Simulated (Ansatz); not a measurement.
Consider the formal exchange of groups at a Ti–Cl bond: `[OH][Ti]([OH])([F])[Cl]` + CH₄ → `[CH3][Ti]([OH])([OH])[F]` + HCl.

Calculated with Ansatz (gas phase, PBE0-D4/def2-TZVP geometries, no zero-point term in ΔE). CBS: MP2 limit from def2 TZ/QZ plus the TZ coupled-cluster correction, frozen cores. This one scheme is used for every species. DFT in def2-TZVPP. B3LYP here is the variant with VWN-RPA as its local correlation; programs differ in this. For Ti outer-core shells are correlated without core-valence functions, which leaves a few kJ/mol of doubt a bond. Scalar relativity is left out up to krypton. Each species was taken in one conformer, which may not be the lowest.

`[OH][Ti]([OH])([F])[Cl]`:

Cartesian coordinates in Å:
```
O 0.167 -1.464 0.035
Ti -0.177 0.252 0.263
O 0.201 1.130 -1.231
F -1.868 0.480 0.668
Cl 1.060 1.018 1.923
H -0.090 -2.328 0.357
H 0.708 0.912 -2.015
```

CH₄:

```xyz
5

C     0.000    0.000    0.000
H     0.667    0.762   -0.403
H     0.038    0.023    1.089
H     0.314   -0.982   -0.354
H    -1.019    0.197   -0.332
```

`[CH3][Ti]([OH])([OH])[F]`:

```xyz
10

C    -1.146   -0.249    0.887
Ti    0.656    0.062   -0.059
O     0.963   -1.425   -1.000
O     0.414    1.497   -1.082
F     1.841    0.298    1.230
H    -1.068   -1.141    1.516
H    -1.385    0.618    1.509
H    -1.938   -0.394    0.148
H     0.976   -1.668   -1.926
H     0.687    2.402   -1.223
```

HCl:

Cartesian coordinates in Å:
```
Cl -0.311 0.201 0.521
H 0.311 -0.201 -0.521
```

| level | ΔE (kcal/mol) | difference from CCSD(T)/CBS |
| --- | --- | --- |
| PBE-D4 | 44.6 | 2.8 |
| r2SCAN-D4 | 46.1 | 4.3 |
| B97M-V | 46.4 | 4.6 |
| PBE0-D4 | 43.9 | 2.1 |
| r2SCAN0-D4 | 44.9 | 3.1 |
| B2PLYP | 45.6 | 3.8 |
| PBE-QIDH | 44.8 | 3.0 |
| PBE | 44.7 | 2.9 |
| B3LYP | 44.6 | 2.8 |
| r2SCAN0 | 45.0 | 3.2 |
| LC-ωPBE | 42.8 | 1.0 |
| MP2/def2-SVP | 48.7 | 6.9 |
| CCSD(T)/def2-SVP | 45.7 | 3.9 |
| HF/def2-QZVPP | 44.9 | 3.1 |
| SCS-MP2/def2-QZVPP | 42.9 | 1.1 |
| MP2/CBS(def2) | 43.5 | 1.7 |
| CCSD(T)/CBS | 41.8 | 0 |

Largest T1 diagnostic among the species: 0.024, so the coupled-cluster value is less sure than usual.

From BLYP to BHLYP (50 % exact exchange), in def2-TZVPP and without D4, ΔE moves by −1.1 kcal/mol. Leaving LDA and LC-ωPBE aside and taking each functional with its dispersion term where it has one, the values, not all of them listed here, spread over 3.8 kcal/mol, from ωB97M-V to B97M-V.
